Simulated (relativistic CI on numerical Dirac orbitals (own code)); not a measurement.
Main line and satellite in the 1s photoemission of Cu²⁺: a two-state model

Problem. An octahedral Cu²⁺ site (d9) has Δ = 2.4, V(eg) = 1.65, 10Dq = 0.4, 10Dq(ligand) = 1.4 and a core-hole attraction U_cd = 8 eV. Δ is defined between configuration averages. Find the d count, the distance of the satellite and its intensity.

Working.
1. The hole has eg symmetry. Its energy is −0.6 × 10Dq in d9 and Δ − 0.6 × 10Dq(ligand) in d10L, so the gap is Δ' = 1.80 eV.
2. Ground state cos θ |d9⟩ − sin θ |d10L⟩ with tan 2θ = 2V/Δ', θ = 30.7°: weights 0.739 and 0.261, n_d = 9.261.
3. The core hole pulls d10L down by U_cd: the gap becomes Δ' − U_cd = -6.20 eV, the hopping is V' = 1.65 eV, and tan 2θ' = 2V'/(Δ' − U_cd) gives θ' = 76.0°.
4. The two final states lie W = √[(Δ' − U_cd)² + 4V'²] = 7.02 eV apart. The lower, mostly d10L, is the main line.
5. In the sudden approximation the intensities are cos²(θ' − θ) and sin²(θ' − θ), so satellite/main = tan²(45.3°) = 1.02.

Check. The full cluster calculation (with spin-orbit coupling) gives n_d = 9.258; in its broadened spectrum, cut halfway, the centroids lie 6.87 eV apart with an area ratio of 1.03.
